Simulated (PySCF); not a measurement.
Where the electron goes

Species: C7H8N (charge +1).
Cartesian coordinates in Å at the GFN2-xTB level; atoms count from 1:
```
atom  x, y, z in Å
C1    -2.527   -0.625   -0.186
C2    -1.296   -0.047    0.039
C3    -1.179    1.369    0.212
C4     0.094    1.895    0.307
N5     1.161    1.127    0.301
C6     1.139   -0.157   -0.011
C7     2.426   -0.882   -0.129
C8    -0.097   -0.806   -0.085
H9    -3.431   -0.034   -0.185
H10   -2.617   -1.667   -0.455
H11   -2.056    1.986    0.325
H12    0.265    2.948    0.495
H13    2.525   -1.304   -1.129
H14    3.254   -0.204    0.057
H15    2.473   -1.708    0.578
H16   -0.140   -1.884   -0.144
```

Method used: TDDFT B3LYP/def2-SVPD, vertical, gas phase, core orbitals frozen in the response (PySCF). GFN2-xTB frequencies show an imaginary mode (37i cm⁻¹), so this geometry is no minimum at that level.

Frontier orbitals with the atoms that hold most of them (Löwdin shares over 4%, at most four atoms; ? is withheld):

```
orbital  ε (eV)                           atoms
 HOMO-3  -14.76  C7 45%, H14 25%, H15 8%, C6 7%
 HOMO-2  -14.35  N5 26%, C2 18%, C1 14%, C4 12%
 HOMO-1  -12.44                               ?
   HOMO  -12.10                               ?
   LUMO   -9.66  C1 37%, N5 14%, C8 13%, C3 11%
 LUMO+1   -5.92  C4 21%, C6 17%, C8 17%, C3 17%
 LUMO+2   -5.40  C2 26%, C1 15%, N5 15%, C6 12%
```

Task: Which atoms hold the HOMO, and with what shares?

Result: N5 (bonded to 2 C) 60%; C4 (bonded to C, N and H) 10%; C6 (bonded to 2 C and N) 9%; C8 (bonded to 2 C and H) 5%. By element: nitrogen 60%, carbon 24% or more.

Task: Which atoms hold the HOMO-1, and with what shares?

Result: C3 (bonded to 2 C and H) 21%; C8 (bonded to 2 C and H) 20%; C6 (bonded to 2 C and N) 16%; C4 (bonded to C, N and H) 15%.

Task: How does S1 compare with the orbital gap of 2.44 eV?

Result: S1 is at 1.43 eV (f = 0.0044), 1.01 eV below the gap, made of HOMO→LUMO (98%). 

Task: One configuration dominates each of S1, S2, S5 and S6. Which, and how do the shares of the two leading atoms of either orbital change from the occupied to the empty one?

Result: 
- S1 (1.43 eV, f 0.0044), HOMO→LUMO (98%): N5 60% → 14%, C4 10% → at most 12%, C1 at most 5% → 37%
- S2 (2.24 eV, f 0.022), HOMO-1→LUMO (98%): C3 21% → 11%, C8 20% → 13%, C1 at most 15% → 37%, N5 at most 15% → 14%
- S5 (4.52 eV, f 0.088), HOMO-2→LUMO (73%): N5 26% → 14%, C2 18% → at most 12%, C1 14% → 37%
- S6 (4.79 eV, f 0.0000), HOMO→LUMO+1 (99%): N5 60% → at most 17%, C4 10% → 21%, C6 9% → 17%
